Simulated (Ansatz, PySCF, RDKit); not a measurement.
The same groups moved round the core (silole silyl). All species are isolated molecules in the gas phase. Strings in code marks are SMILES.

Quantity: electronic energy of isomers of C4H8Si2 relative to `[SiH3]C1=CC=C[SiH2]1`, in kcal/mol. The restricted reference of `[SiH3]C1=CC=C[SiH2]1`, `[SiH3]C1=C[SiH2]C=C1` and `[SiH3][SiH]1C=CC=C1` is unstable towards unrestricted orbitals. Force-field values (RDKit) are differences of steric energies, which aren't made for comparing isomers with other bonds.

Level 1: frozen-core CCSD(T)/cc-pVTZ // B3LYP-D3(BJ)/def2-TZVP (Ansatz, a program for electronic structure)
Level 2: B3LYP/6-31G* // B3LYP-D3(BJ)/def2-TZVP (PySCF)
Level 3: HF/cc-pVTZ // B3LYP-D3(BJ)/def2-TZVP (Ansatz)
Level 4: MMFF94, relaxed from the DFT geometry (RDKit)

| species | level 1 | level 2 | level 3 | level 4 |
|---|---|---|---|---|
| `[SiH3]C1=C[SiH2]C=C1` | 3.25 | 3.54 | 3.69 | 45.3 |
| `[SiH3][SiH]1C=CC=C1` | 0.71 | 0.34 | 2.85 | 60.5 |
